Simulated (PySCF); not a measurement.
## Continuum solvent and chemical shifts

Numbering as in the mapped SMILES `[CH3:1][NH:2][c:3]1[cH:4][cH:5][cH:6][cH:7][c:8]1[CH3:9]`; H(Xn) means a hydrogen on atom n.

GIAO PBE0/pcSseg-1 in PySCF on one PBE0-D3(BJ)/def2-SVP conformer, non-relativistic, equivalent nuclei averaged. Solvents enter as an IEF-PCM continuum (chloroform with ε = 4.7, acetone with ε = 20.5, methanol with ε = 32.6) around the gas-phase geometry. Shifts are referred to TMS computed in the same medium.

Gas phase, δ in ppm: C3 150.3, C7 135.2, C5 133.3, C8 122.9, C6 120.9, C4 110.9, C1 30.4, C9 19.1, H(C5) 7.25, H(C7) 7.14, H(C6) 6.74, H(C4) 6.40, H(C1) 2.82, H(N2) 2.80. Dipole moment 2.12 D.

**Question.** How does each δ change in the continuum?

**Answer.** 
| atoms | environment | Δδ, chloroform | Δδ, acetone | Δδ, methanol |
| --- | --- | --- | --- | --- |
| C3 | aromatic carbon bearing nitrogen | +1.7 | +2.3 | +2.4 |
| C7 | aromatic CH | +0.5 | +0.8 | +0.8 |
| C5 | aromatic CH | +0.3 | +0.5 | +0.5 |
| C8 | substituted aromatic carbon | +2.4 | +3.2 | +3.3 |
| C6 | aromatic CH | -0.5 | -0.6 | -0.7 |
| C4 | aromatic CH | +0.6 | +0.8 | +0.9 |
| C1 | methyl carbon bonded to N | +0.4 | +0.5 | +0.5 |
| C9 | methyl carbon on an aromatic ring | +0.3 | +0.4 | +0.4 |
| H(C5) | hydrogen on an aromatic CH | +0.08 | +0.11 | +0.12 |
| H(C7) | hydrogen on an aromatic CH | +0.12 | +0.17 | +0.18 |
| H(C6) | hydrogen on an aromatic CH | +0.04 | +0.06 | +0.06 |
| H(C4) | hydrogen on an aromatic CH | +0.14 | +0.20 | +0.21 |
| H(C1) | hydrogen on a methyl carbon bonded to N | +0.05 | +0.07 | +0.07 |
| H(N2) | hydrogen on an aniline-type nitrogen | +0.47 | +0.66 | +0.69 |

Changes are relative to the gas phase. The dipole moment becomes 2.71 D in chloroform, 2.93 D in acetone, 2.96 D in methanol.

**Question.** Which nuclei move most (in ppm), and what does the model miss?

**Answer.** C8 (substituted aromatic carbon, +3.3 ppm) in methanol. A continuum only polarises the solute; specific hydrogen bonds, the anisotropy of aromatic solvents and changes of geometry or conformer are outside it.
